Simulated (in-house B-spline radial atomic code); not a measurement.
How numerical settings move a run on the antimony ion Sb⁺, [Kr] 4d10 5s2 5p2. Computed with an all-electron radial atomic-structure program (B-spline basis): Dirac-Kohn-Sham BLYP, spherical fractional occupations, Fermi nucleus of rms radius 4.6802 fm.

Command:
```bash
python run_scf.py task.json out
```
Settings of the sound reference run:
```
Z                51
electrons        50
configuration    [Kr] 4d10 5s2 5p2
hamiltonian      dirac
method           b88,lyp
spin_polarised   False
nucleus          fermi
rms_radius       4.6802
mass_number      121
atomic_mass      120.9038
speed_of_light   137.036
knot_spacing     0.22
spline_order     8
gauss_points     12
box_radius       35.29
max_iterations   70
damping          0.5
damped_steps     3
diis_vectors     10
tolerance        1e-08
start            Thomas-Fermi
```

Run time, properties included: 1.9 s on 1 thread of Arm Neoverse N1, with other jobs on the host.

It converges in 9 iterations to -6483.656209 hartree, with 5p3/2 at -11.6662 eV. The other runs change the listed settings, some to values that make no sense; their results aren't properties of the atom or ion. Radii are in bohr (the nuclear one in fm), a minus after a letter asks for a j subshell, and «unchanged» means within 1e-8 hartree. The run stops when the residual is below 10 × tolerance × max(1, Z/10), or a noise floor if that is larger, and the energy moves by less than 1e-8 × √|E| hartree; so very loose and very tight tolerances often act alike.

| changed settings | outcome |
| --- | --- |
| knot_spacing = 1.4 | converged in 9 iterations, energy +1.11e+02 hartree from the reference, 5p3/2 level -2.7e+00 eV (the program warns: 5p3/2 reaches the box edge; 2s1/2 reaches the box edge) |
| max_iterations = 12 | converged in 9 iterations, energy unchanged |
| knot_spacing = 0.55 | converged in 9 iterations, energy +3.76e-01 hartree from the reference, 5p3/2 level -9.0e-03 eV |
| knot_spacing = 0.4 | converged in 9 iterations, energy +2.58e-03 hartree from the reference, 5p3/2 level -5.3e-04 eV |
| electrons = 51, configuration = [Kr] 4d10 5s2 5p2 3f1, max_iterations = 75 | stopped with error: there is no 3f shell |
| knot_spacing = 0.3, spline_order = 3, max_iterations = 100, start = bare nucleus | converged in 11 iterations, energy +7.25e-01 hartree from the reference, 5p3/2 level +5.5e-04 eV |
| max_iterations = 3 | not converged after 3 iterations, last residual 1.6e-02, last energy +7.66e-03 hartree from the reference |
| knot_spacing = 1 | converged in 9 iterations, energy +7.87e+01 hartree from the reference, 5p3/2 level -8.2e-01 eV (the program warns: 3s1/2 reaches the box edge; 3p1/2 reaches the box edge) |
| knot_spacing = 2, spline_order = 7, gauss_points = 3, max_iterations = 100 | converged in 9 iterations, energy +6.08e+02 hartree from the reference, 5p3/2 level +1.9e+00 eV (the program warns: 2s1/2 reaches the box edge; 2p1/2 reaches the box edge) |
| spline_order = 4, max_iterations = 75, diis_vectors = 4 | converged in 9 iterations, energy +3.55e-03 hartree from the reference, 5p3/2 level -1.5e-05 eV |
| knot_spacing = 0.3 | converged in 9 iterations, energy +7.09e-05 hartree from the reference, 5p3/2 level +7.2e-06 eV |
| knot_spacing = 2 | converged in 9 iterations, energy +6.13e+02 hartree from the reference, 5p3/2 level -5.2e+00 eV (the program warns: 5p3/2 reaches the box edge; 2s1/2 reaches the box edge) |
| max_iterations = 8 | not converged after 8 iterations, last residual 1.2e-05, last energy +3.40e-09 hartree from the reference |
| box_radius = 1.41, max_iterations = 5, damping = 0.95, tolerance = 1e-10 | not converged after 5 iterations, last residual 4.0e-02, last energy +6.43e+01 hartree from the reference |
| max_iterations = 2 | not converged after 2 iterations, last residual 2.8e-01, last energy +2.57e+00 hartree from the reference |

Problem. What happens with knot_spacing = 0.1?

Solution. Converged in 9 iterations, energy -9.01e-06 hartree from the reference, 5p3/2 level -2.4e-06 eV.

Problem. What happens with max_iterations = 100, damped_steps = 1, start = bare nucleus?

Solution. Converged in 12 iterations, energy unchanged, 5p3/2 level +7.5e-06 eV.

Problem. What happens with knot_spacing = 0.75?

Solution. Converged in 9 iterations, energy +1.18e+01 hartree from the reference, 5p3/2 level -2.1e-01 eV (the program warns: 3s1/2 reaches the box edge; 4s1/2 reaches the box edge).

Problem. What happens with knot_spacing = 0.15?

Solution. Converged in 9 iterations, energy -8.72e-06 hartree from the reference, 5p3/2 level -2.1e-06 eV.
